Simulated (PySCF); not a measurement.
Species: C5H9NO.
Geometry (GFN2-xTB, Å), atoms numbered from 1 in this order:
```xyz
16
C5H9NO angstrom
C      2.715   -0.723   -0.326
C      1.479   -0.370   -0.645
C      0.649    0.418    0.306
O      1.153    1.171    1.122
N     -0.697    0.263    0.207
C     -1.350   -0.664   -0.684
C     -1.562    1.084    1.021
H      3.117   -0.470    0.641
H      3.356   -1.263   -1.002
H      1.062   -0.596   -1.615
H     -1.500   -0.230   -1.679
H     -0.777   -1.585   -0.779
H     -2.327   -0.915   -0.271
H     -2.215    1.692    0.390
H     -2.176    0.463    1.678
H     -0.934    1.735    1.626
```

The closed-shell ground state was solved at several levels (PySCF, density fitting, gas phase, non-relativistic).

```csv
level,basis functions,HOMO (eV),LUMO (eV),gap (eV),dipole (D)
PBE0/pcSseg-1,164,-6.88,-0.83,6.05,3.79
PBE0/def2-SVPD,215,-6.98,-0.95,6.03,3.77
```

Task: Estimate the row for B3LYP/pcJ-1, a basis of 279 functions; the other rows only guide the guess.

Result: HOMO -6.64 eV, LUMO -1.04 eV, gap 5.60 eV, dipole 3.77 D.

Task: Over all these levels, which gives the widest orbital gap and which the narrowest?

Result: PBE0/pcSseg-1 (global hybrid, 25 % exact exchange) has the widest, 6.05 eV, and B3LYP/pcJ-1 (global hybrid, 20 % exact exchange) the narrowest, 5.60 eV. Functional and basis both differ between the two, so the spread mixes both effects.

Task: How far do the dipole and the HOMO energy spread over the levels?

Result: The dipole runs from 3.77 to 3.79 D (mean 3.77 D) and the HOMO from -6.98 to -6.64 eV.

One conformer stands for the species.
